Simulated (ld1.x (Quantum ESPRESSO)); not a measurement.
**What the settings do to the TM semilocal potential of nickel (Ni)**

Base potential:

```
Element                 : nickel (Ni)
Generator               : ld1.x (Quantum ESPRESSO) 7.5
Type                    : norm-conserving Troullier–Martins (semilocal form)
Functional              : PBEsol
Relativity              : scalar-relativistic
Frozen core             : [Ne]
Valence charge          : 18
Reference configuration : 3s2 3p6 3d8 4s2 4p0
Partial waves           : 3s (bound): rc 1.15 bohr; 3d (bound): rc 1.10 bohr; 3p (bound): rc 1.10 bohr
Local potential         : the p channel
Core correction         : none
```

Occupied shells without a wave of their own: 4s. They enter only through the test configuration that unscreens the potential.

Cutoffs, loose and tight: the cutoffs (Ry, on a coarse ladder) from which the occupation-weighted sum of valence levels, in a spherical-Bessel basis at the reference potential, stays within 10 and 1 mRy of its value at 400 Ry. They do not see the model core or the augmentation charge, which bear on the density cutoff. Test errors are all-electron minus pseudo excitation energies from the reference, over the configurations 3s2 3p6 3d8 4s1 4p0; 3s2 3p6 3d8 4s0 4p0; 3s2 3p6 3d7 4s0 4p0; 3s1 3p6 3d8 4s2 4p0; 3s2 3p6 3d9 4s1 4p0; 3s2 3p6 3d8 4s0 4p1; 3s2 3p6 3d8 4s0 4p2. A dash means not determined; rows that change the core or the reference have their own tests.

In the semilocal form every listed channel keeps its own potential, so the choice of the local channel does not act on these tests. It acts once the file is put into the separable form.

A semilocal file is local in each channel, so a ghost entry of none says nothing of the separable form that plane-wave codes build from it.

```tsv
change	outcome	cutoff, loose	cutoff, tight	bound ghosts	largest test error (meV)
base	generated, misses its reference levels by 0.78 eV	180 Ry	300 Ry	none	-3885
type RRKJ, which also changes the form from semilocal to separable; local potential the s channel	generated, misses its reference levels by 0.78 eV	140 Ry	230 Ry	none	-3845
functional PW91	generated, misses its reference levels by 0.78 eV	180 Ry	300 Ry	none	-3951
wave 3p (bound): rc 1.10 bohr becomes 3p (bound): rc 1.40 bohr	generated, misses its reference levels by 0.78 eV	180 Ry	300 Ry	none	-3888
wave 3d (bound): rc 1.10 bohr becomes 3d (bound): rc 1.42 bohr	generated, misses its reference levels by 0.78 eV	140 Ry	230 Ry	none	-3938
```

Q: What comes out with this change to the base: all radii scaled by about 0.91 (s 1.04, p 1.00, d 1.00 bohr)?

A: outcome: generated, misses its reference levels by 0.45 eV; cutoff, loose: 230 Ry; cutoff, tight: 300 Ry; bound ghosts: none; largest test error (meV): -2259.

Q: What comes out with this change to the base: reference 3s2 3p6 3d8 4s1 4p0?

A: outcome: generated, misses its reference levels by 0.99 eV; cutoff, loose: 180 Ry; cutoff, tight: 300 Ry; bound ghosts: none; largest test error (meV): -1877.
